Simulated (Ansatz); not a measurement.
C2H8N2O2W (`C[O][W](=[NH])(=[NH])[O]C`). Charge 0, multiplicity 1. W: def2 effective core potential.

Cartesian coordinates in Å:
```
C 1.791 -2.247 -0.350
O 0.811 -1.295 -0.667
W -0.302 -0.130 0.307
N 0.052 -0.338 2.013
N -1.977 -0.496 -0.060
O 0.025 1.661 -0.175
C -0.732 2.705 -0.725
H 2.655 -2.100 -1.003
H 2.112 -2.156 0.693
H 1.396 -3.254 -0.515
H -0.136 -0.512 2.986
H -2.918 -0.811 0.110
H -1.682 2.340 -1.127
H -0.936 3.458 0.043
H -0.160 3.175 -1.530
```

Q: List the harmonic frequencies (cm⁻¹, unscaled) at PBE0-D4/def2-TZVP in Ansatz. (Estimate.)

A: The calculation gave: 34, 50, 92, 93, 124, 130, 215, 243, 280, 287, 294, 361, 566, 571, 585, 605, 696, 980, 1021, 1148, 1165, 1177, 1178, 1188, 1193, 1472, 1473, 1487, 1487, 1492, 1493, 3022, 3023, 3097, 3097, 3104, 3104, 3671, 3673.

Q: Is this a minimum?

A: Yes, all 39 modes are real.

Q: Give the ideal-gas thermochemistry at 298.15 K and 1 bar (rigid rotor, harmonic oscillator; point group C2, symmetry number 2).

A: Zero-point energy 292.9 kJ/mol; H(298) − E = 324.5 kJ/mol; entropy 443.3 J/(mol·K), of which translation 178.9, rotation 114.6, vibration 149.7; G(298) − E = 192.4 kJ/mol. Modes under 100 cm⁻¹ are hindered rotations or soft bends, so the harmonic entropy is rough.
